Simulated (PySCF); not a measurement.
C2H4ClFSi2, SMILES C#C[Si@H](F)[SiH2]Cl.

Geometry: PBE-D3(BJ)/def2-SVP. The structure was generated by enumeration; whether it is a known compound was not checked. Other conformers were not sampled.

These are M06-2X/def2-TZVP (PySCF) values and carry that method's errors.

Isolated molecule, no solvent.

Computed frontier levels, gap, dipole moment and polarisability:
```
Quantity                                                                                                        Result
---------------------------------------------------------------------------------------------  -----------------------
highest occupied level                                                                                        -9.21 eV
lowest empty level                                                                                            -0.54 eV
orbital gap                                                                                                    8.66 eV
dipole moment                                                                                                   2.30 D
quadrupole, principal values (traceless, Buckingham form, about the centre of nuclear charge)  -9.49, -3.36, 12.85 D·Å
mean static polarisability                                                                       83.9 bohr³ (12.43 Å³)
polarisability, principal values                                                               65.7, 84.4, 101.6 bohr³
```
